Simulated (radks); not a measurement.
Question: Ho III, configuration [Xe] 4f(5/2: 6, 7/2: 4) 6s1 (not the ground configuration). Calculated with a radial shooting solver on a logarithmic mesh with Libxc functionals: Dirac Kohn-Sham, BLYP, spin-unpolarised, spherical densities, finite nucleus; Fermi nuclear charge, rms radius 5.2022 fm.

Spin-orbit splittings of the eigenvalues, e(l+1/2) - e(l-1/2), with zeta = 2 splitting/(2l+1) and mean radii in bohr:

shell  occ.  splitting (eV)  zeta (eV)  <r> j=l-1/2  <r> j=l+1/2
2p        6               ?          ?      0.07290      0.08006
3p        6           179.0      119.3       0.2191       0.2327
3d       10           39.11      15.64       0.2054       0.2096
4p        6           40.29      26.86       0.5279       0.5588
4d       10           7.331      2.932       0.5885       0.5994
4f       10           1.044     0.2984       0.7841       0.7971
5p        6           5.453      3.635        1.401        1.498

Estimate the 2p splitting.

Answer: 857.2 eV (zeta = 571.4 eV).
